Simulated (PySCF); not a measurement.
## How methods differ on the ionisation energy of Cs⁴²⁺

Cs⁴²⁺ [Ne] 3s2 3p1 (2P) → Cs⁴³⁺ [Ne] 3s2 (1S), as a difference of total energies. All numbers are calculated (PySCF 2.14, scalar relativity by spin-free X2C-1e, in an even-tempered Gaussian basis (18 s from 7.7 bohr⁻², ratio 2.5; 12 p from 10 bohr⁻², ratio 2.5; 4 d from 40 bohr⁻², ratio 2.7; 4 f from 60 bohr⁻², ratio 2.7)). Correlated levels: outer shells: 1s2 frozen; virtual orbitals above 40 to 60 times the deepest correlated orbital energy dropped. The calculations carry no spin-orbit coupling.

| method | ionisation energy (eV) |
| --- | --- |
| UHF | 3152.9 |
| MP2 (outer shells) | 3153.5 |
| SCS-MP2 (outer shells) | 3153.3 |
| CCSD (outer shells) | 3153.4 |
| CCSD(T) (outer shells) | 3153.4 |

A first-order spin-orbit estimate (lowest level to lowest level, LS coupling) adds 57.266 eV.

Breit and QED terms and the two-electron picture change are absent.

First order in ζ underestimates the shift of j = l − 1/2 levels at high Z.

For comparison: 3214 ± 4 eV (theoretical estimate listed by NIST; NIST Atomic Spectra Database, ionization energies).
